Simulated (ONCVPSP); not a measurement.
## What one change does to a pseudopotential (thallium (Tl), ONCV)

| Quantity | Value |
| --- | --- |
| Element | Tl (Z = 81) |
| Generator | ONCVPSP 4.0.1 |
| Type | optimised norm-conserving Vanderbilt (ONCV) |
| Functional | LDA (Perdew-Zunger) |
| Relativity | scalar-relativistic |
| Frozen core | [Kr] 4d10 4f14 |
| Valence charge | 21 |
| Reference configuration | 5s2 5p6 5d10 6s2 6p1 |
| Partial waves | 5s+6s: rc 1.65 bohr, ncon 4, nbas 8, qcut 6.5 1/bohr, 3 projectors, debl 3.3 Ha; 5p+6p: rc 1.30 bohr, ncon 4, nbas 7, qcut 12.4 1/bohr, 2 projectors; 5d: rc 1.20 bohr, ncon 4, nbas 7, qcut 9.2 1/bohr, 2 projectors, debl 0.6 Ha |
| Local potential | polynomial inside 0.75 bohr (lpopt 5, dvloc0 3 Ha) |
| Core correction | none |

All-electron outer shells of the reference configuration (LDA (Perdew-Zunger), scalar-relativistic, ld1.x):

```tsv
shell	level (eV)	outermost node (bohr)	outermost maximum (bohr)
4d	-374.90	0.19	0.39
5s	-131.30	0.46	0.80
4f	-114.41	–	0.36
5p	-76.26	0.50	0.90
5d	-15.62	0.53	1.11
6s	-9.83	1.04	2.08
6p	-2.58	1.23	2.91
```

Change: s: rc 1.28.

Cutoffs: the cutoffs (Ha) at which the residual kinetic energy of the hardest occupied pseudo-wave falls to 1 and 0.1 mHa per electron; they do not see the model core or the augmentation charge, which bear on the density cutoff. Errors are all-electron minus pseudo energies relative to the spin-unpolarised reference configuration.

**Question.** Predict the effect on cutoff, ghosts and configuration errors.

**Answer.** The potential gets harder (48 Ha and 56 Ha → 87 Ha and 111 Ha); the bound ghost in s disappears; of the 3 tests that both files solve, the error grows in 0 and shrinks in 1 by more than 15 % and 0.3 meV (median size 11.2 → 10.2 meV). A smaller radius makes the pseudo-wave follow the all-electron one further in, where it bends more sharply, so more plane waves are needed.

```tsv
quantity	base	changed
cutoff, loose	48 Ha	87 Ha
cutoff, tight	56 Ha	111 Ha
loose cutoff by channel	s 17 Ha, p 48 Ha, d 23 Ha	s 87 Ha, p 48 Ha, d 23 Ha
bound ghosts	s	none
GHOST(+) flags under 300 eV	p at 235.9 eV	s at 134.5 eV, p at 235.9 eV
tests with a reliable result	3 of 4	3 of 4
error for 5s2 5p6 5d10 6s2 6p0, meV [ΔE 5.41 eV]	-2.2	-2.2
error for 5s2 5p6 5d10 6s1 6p0, meV [ΔE 26.61 eV]	-11	-10
error for 5s1 5p6 5d10 6s2 6p1, meV [ΔE 138.87 eV]	-792	-386
p: phases at 1.32 bohr within 0.05 rad from the reference energy up to (Ha; the scan ends near 5)	to the end of the scan	to the end of the scan
d: phases at 1.22 bohr within 0.05 rad from the reference energy up to (Ha; the scan ends near 5)	to the end of the scan	to the end of the scan
```

 A true bound ghost makes a file unfit for plane-wave use even where its test errors are small: the radial tests pick states by their node count and pass the ghost by.
